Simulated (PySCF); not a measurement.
Electron correlation in Kr (krypton, neutral)

[Kr], closed-shell 1S. All numbers are calculated (PySCF 2.14, scalar relativity through the core potential, in aug-cc-pVDZ-PP with ECP10MDF). Frozen: 3s2 3p6 3d10; 8 electrons correlated.

MP2 pair energies summed by pair of shells (mhartree):

```csv
pair,energy,share (%)
4p-4p,-102.68,81.1
4s-4p,-18.82,14.9
4s-4s,-5.15,4.1
```

Total MP2 correlation energy: -126.64 mhartree.

Same-spin part -35.01 and opposite-spin part -91.63 mhartree; SCS-MP2 scales them by 1/3 and 6/5 to -121.63 mhartree.

```tsv
level	correlation energy (mhartree)
CCSD	-136.97
(T)	-2.01
CCSD(T)	-138.98
```

Diagnostics: T1 = 0.0046, D1 = 0.0071, largest double amplitude 0.036.

Problem. Is a single reference adequate?

Solution. Yes, within this model without spin-orbit coupling: T1 lies below 0.03 and no double amplitude reaches 0.07.
